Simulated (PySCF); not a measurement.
Computed IR spectrum (relative IR intensity) of a molecule C₂H₈ClNSi₂. Coordinates come from a PBE-D3(BJ)/def2-SVP optimisation. The values are those of a single conformer. Calculation: PBE-D3(BJ)/def2-SVP (PySCF 2.14.0). Frequencies are harmonic and unscaled.

Lines under 2 % of the strongest are left out, and lines within 2 cm⁻¹ are merged.

```json
[
 {"ν (cm⁻¹)": "510", "relative intensity": "22"},
 {"ν (cm⁻¹)": "610", "relative intensity": "4.2"},
 {"ν (cm⁻¹)": "632", "relative intensity": "5.2"},
 {"ν (cm⁻¹)": "666", "relative intensity": "15"},
 {"ν (cm⁻¹)": "696", "relative intensity": "23"},
 {"ν (cm⁻¹)": "711", "relative intensity": "16"},
 {"ν (cm⁻¹)": "723", "relative intensity": "14"},
 {"ν (cm⁻¹)": "764", "relative intensity": "3.4"},
 {"ν (cm⁻¹)": "809", "relative intensity": "100"},
 {"ν (cm⁻¹)": "863", "relative intensity": "27"},
 {"ν (cm⁻¹)": "895", "relative intensity": "42"},
 {"ν (cm⁻¹)": "900", "relative intensity": "13"},
 {"ν (cm⁻¹)": "904", "relative intensity": "12"},
 {"ν (cm⁻¹)": "911", "relative intensity": "55"},
 {"ν (cm⁻¹)": "1208", "relative intensity": "7.6"},
 {"ν (cm⁻¹)": "1282", "relative intensity": "4.4"},
 {"ν (cm⁻¹)": "1656", "relative intensity": "30"},
 {"ν (cm⁻¹)": "2116", "relative intensity": "42"},
 {"ν (cm⁻¹)": "2162", "relative intensity": "31"},
 {"ν (cm⁻¹)": "2182", "relative intensity": "24"},
 {"ν (cm⁻¹)": "2185", "relative intensity": "31"},
 {"ν (cm⁻¹)": "2824", "relative intensity": "19"}
]
```

Question: Identify the compound among the candidates.
A. C=C[Si@@H](N)[SiH2]Cl
B. C[Si@H](Cl)/C=N/[SiH3]
C. [SiH3][C@H]1NC[Si@@H]1Cl
D. Cl[SiH2][C@@H]1NC[SiH2]1

Answer: B, C[Si@H](Cl)/C=N/[SiH3]
